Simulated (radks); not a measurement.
Initial-state core-level shifts of the antimony ion Sb3+ when its valence configuration changes from [Kr] 4d10 5s2. All-electron calculation, scalar-relativistic Kohn-Sham, PBE, spin-unpolarised, spherical densities, point nucleus. Program: a radial shooting solver on a logarithmic mesh with Libxc functionals. Shifts are changes of the shell-averaged eigenvalues in eV (positive: less bound).

valence,2p,3s,3p,3d
4d10 5s1 5p1,-1.398,-1.427,-1.426,-1.424
4d10 5p2,-2.765,-2.826,-2.823,-2.820
4d9.5 5s2 5p0.5,-4.788,-4.614,-4.615,-4.652
4d10 5s1.5 5p0.5,-0.703,-0.717,-0.717,-0.716
4d9 5s2 5p1,-9.643,-9.275,-9.276,-9.354
4d9.5 5s1 5p1.5,-6.155,-6.011,-6.010,-6.046
4d8 5s2 5p2,-19.549,-18.731,-18.733,-18.902
4d8 5s1 5p3,-20.832,-20.044,-20.045,-20.215
